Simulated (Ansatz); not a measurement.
Geometry optimisation, Ansatz 0.2.0, RKS B3LYP-D4/def2-SVP.

input.yaml

```yaml
crystal:
  periodic: [false, false, false]
  atoms:
    - { symbol: Al, position_ang: [-0.024743, -0.22517, -0.40253] }
    - { symbol: "N", position_ang: [1.570393, 0.420635, 0.34739] }
    - { symbol: "N", position_ang: [-0.486485, -1.901842, -0.057814] }
    - { symbol: "N", position_ang: [-0.941008, 0.823407, -1.50043] }
    - { symbol: H, position_ang: [0.186513, 1.172014, 2.028136] }
    - { symbol: F, position_ang: [-0.704508, 1.19261, 2.243233] }
    - { symbol: H, position_ang: [2.060973, 1.22215, -0.042933] }
    - { symbol: H, position_ang: [2.245756, -0.193947, 0.794682] }
    - { symbol: H, position_ang: [-1.374906, -2.324823, -0.314544] }
    - { symbol: H, position_ang: [0.034997, -2.531905, 0.544574] }
    - { symbol: H, position_ang: [-1.728554, 0.516207, -2.065225] }
    - { symbol: H, position_ang: [-0.838429, 1.830565, -1.574339] }
basis:
  gaussian: { orbitals: def2-SVP }
hamiltonian:
  xc: b3lyp
  dispersion: d4
relax:
  f_tol: 0.03
  max_steps: 50
```

Command:

```bash
$ ansatz run input.yaml --threads 2 --pin off --max-ram 3072MiB --backend cpu --events-out ev --progress --plain --runs-dir out
```

Where does it end, and by what steps?

The forces met the threshold. After 21 steps the energy has fallen by 2.108 eV; H5 moved furthest, 1.46 Å. Parted: H5–F6 (0.92 → 2.70 Å). Joined: Al1–F6 (3.08 → 1.70 Å), N2–H5 (2.30 → 1.02 Å).

```
step  energy less start (eV)  largest force component (eV/Å)  accepted
   0                  0.0000                           1.341       yes
   1                 -0.2093                           0.555       yes
   2                 -0.3342                           0.585       yes
   3                 -0.3950                           0.380       yes
   4                 -0.5058                           0.353       yes
   5                 -0.6262                           1.033       yes
   6                 -0.7702                           2.183       yes
   7                 -1.1787                           2.523       yes
   8                 -1.4689                           4.117       yes
   9                 -1.8640                           1.308       yes
  10                 -1.9117                           1.317       yes
  11                 -1.9936                           0.980       yes
  12                 -1.9838                           0.966        no
  13                 -2.0540                           0.288       yes
  14                 -2.0759                           0.231       yes
  15                 -2.0867                           0.243       yes
  16                 -2.1037                           0.060       yes
  17                 -2.1039                           0.079       yes
  18                 -2.1043                           0.307       yes
  19                 -2.1071                           0.073       yes
  20                 -2.1071                           0.081        no
  21                 -2.1076                           0.014       yes
```

```xyz
12
Properties=species:S:1:pos:R:3
Al -0.541 0.024 0.216
N 1.412 0.513 0.596
N -0.431 -1.775 0.095
N -0.845 0.958 -1.301
H 1.528 1.019 1.477
F -1.154 0.761 1.616
H 1.663 1.138 -0.174
H 2.040 -0.292 0.583
H -1.083 -2.286 -0.495
H -0.251 -2.351 0.914
H -0.879 0.525 -2.219
H -1.461 1.766 -1.307
```

Whether the end is a true minimum wasn't checked by a vibrational analysis.

Run time: 42 s on 2 threads of AMD EPYC 9R14 (Zen 4), with other jobs on the host, peak memory 0.26 GiB.
